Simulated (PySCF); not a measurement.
Job file and geometry (Å, from GFN2-xTB) of an NMR shielding run on SMILES C=CN(NC)[SiH](C)C, C5H14N2Si, PySCF, GIAO PBE0/pcSseg-1 NMR shielding, non-relativistic, gas phase; density fitting, a coarse starting grid and PySCF grid level 2 are the driver's defaults:

```
{"job": {"kind": "nmr", "xc": "PBE0", "basis": "pcSseg-1"}, "charge": 0, "multiplicity": 1}
C     -2.736562    -1.124654    -0.449715
C     -1.564814    -1.200882     0.175182
N     -0.474466    -0.379552     0.021525
N     -0.537161     0.722763    -0.862818
C     -1.252644     1.856676    -0.299381
Si     1.144577    -0.654715     0.616554
C      1.805288     0.943008     1.403056
C      2.283059    -1.156091    -0.821624
H     -2.979594    -0.368316    -1.176689
H     -3.508328    -1.842923    -0.245190
H     -1.376850    -1.990111     0.888989
H     -0.981558     0.421590    -1.729779
H     -0.712985     2.192958     0.584263
H     -1.255096     2.654878    -1.039696
H     -2.285079     1.629948    -0.009332
H      1.020758    -1.729728     1.611459
H      1.175316     1.285976     2.218103
H      1.868307     1.741489     0.669992
H      2.801828     0.786960     1.803936
H      3.295031    -1.342639    -0.476465
H      1.931115    -2.057772    -1.313895
H      2.329448    -0.369479    -1.569321
```

Q: What does the program print?

A: 
```
coarse grid: 17864 points
cycle   1  E = -597.2713149718  dE =  7.210e-01  |g| = 5.634e-01  |ddm| = 4.084e+00
cycle   2  E = -597.2550611756  dE =  1.625e-02  |g| = 6.137e-01  |ddm| = 9.564e-01
cycle   3  E = -597.3499147998  dE = -9.485e-02  |g| = 1.105e-01  |ddm| = 5.363e-01
cycle   4  E = -597.3524307072  dE = -2.516e-03  |g| = 4.623e-02  |ddm| = 1.328e-01
cycle   5  E = -597.3529214278  dE = -4.907e-04  |g| = 6.979e-03  |ddm| = 4.122e-02
cycle   6  E = -597.3529310397  dE = -9.612e-06  |g| = 2.847e-03  |ddm| = 8.124e-03
final grid: 165160 points
cycle   7  E = -597.3965738917  dE = -4.502e-05  |g| = 1.070e-02  |ddm| = 3.439e-02
cycle   8  E = -597.3965596867  dE =  1.420e-05  |g| = 1.339e-02  |ddm| = 2.055e-02
cycle   9  E = -597.3966009793  dE = -4.129e-05  |g| = 1.673e-03  |ddm| = 1.195e-02
cycle  10  E = -597.3966015925  dE = -6.132e-07  |g| = 3.701e-04  |ddm| = 1.555e-03
cycle  11  E = -597.3966016194  dE = -2.696e-08  |g| = 1.597e-04  |ddm| = 4.174e-04
cycle  12  E = -597.3966016253  dE = -5.857e-09  |g| = 3.531e-05  |ddm| = 1.556e-04
cycle  13  E = -597.3966016256  dE = -2.653e-10  |g| = 6.314e-06  |ddm| = 3.513e-05
converged SCF energy = -597.3966016256

GIAO shielding tensors (ppm)
atom      isotropic    diamagn.    paramagn.     s11        s22        s33       span
  0 C      106.966     256.647    -149.681     18.004    121.762    181.132    163.128
  1 C       42.652     251.788    -209.136    -72.017     67.934    132.039    204.057
  2 N      132.831     331.299    -198.467     94.626    141.839    162.029     67.403
  3 N      189.625     319.061    -129.436    133.092    192.186    243.596    110.504
  4 C      150.145     247.091     -96.946    123.914    140.956    185.566     61.652
  5 Si     356.463     882.712    -526.250    316.833    371.240    381.316     64.483
  6 C      188.080     255.467     -67.387    179.315    190.664    194.261     14.946
  7 C      189.286     254.824     -65.538    178.482    192.038    197.339     18.857
  8 H       27.959      34.283      -6.325     25.338     25.745     32.793      7.456
  9 H       27.824      29.098      -1.275     25.365     26.126     31.980      6.616
 10 H       25.329      32.182      -6.852     21.696     25.105     29.187      7.491
 11 H       28.977      36.380      -7.403     22.488     28.033     36.410     13.922
 12 H       29.431      32.252      -2.821     23.919     30.368     34.005     10.086
 13 H       29.404      29.985      -0.581     25.644     26.101     36.467     10.823
 14 H       28.267      31.181      -2.914     22.173     28.549     34.079     11.907
 15 H       26.835      31.459      -4.623     23.675     25.385     31.446      7.771
 16 H       31.449      32.274      -0.825     27.016     29.249     38.083     11.067
 17 H       31.019      33.171      -2.151     27.129     29.920     36.009      8.881
 18 H       31.818      29.780       2.038     27.238     28.709     39.508     12.271
 19 H       31.982      29.534       2.448     27.343     28.995     39.608     12.264
 20 H       31.673      31.594       0.079     26.985     29.217     38.816     11.832
 21 H       31.041      32.843      -1.803     26.582     30.188     36.352      9.770
```

Q: Turn these shieldings into chemical shifts. Scale: ¹³C (σ = 186.93 ppm) and ²⁹Si (σ = 349.16 ppm) and ¹H (σ = 31.72 ppm) vs TMS; NH3 for ¹⁵N (σ = 267.73 ppm) (reference shieldings calculated alike).

A: Averaging equivalent atoms: C 1: 144.3; C 0: 80.0; C 4: 36.8; C 6/7: -1.8; N 2: 134.9; N 3: 78.1; Si 5: -7.3; H 10: 6.39; H 15: 4.88; H 9: 3.89; H 8: 3.76; H 11: 2.74; H 12/13/14: 2.68; H 16/17/18/19/20/21: 0.22 ppm. Experimental scales use liquid or dissolved standards, which lie at an offset from isolated NH3 (liquid NH3: subtract about 20 ppm).

Size and cost of the density-fitted run: 213 basis functions, of the order of 110 core-seconds.
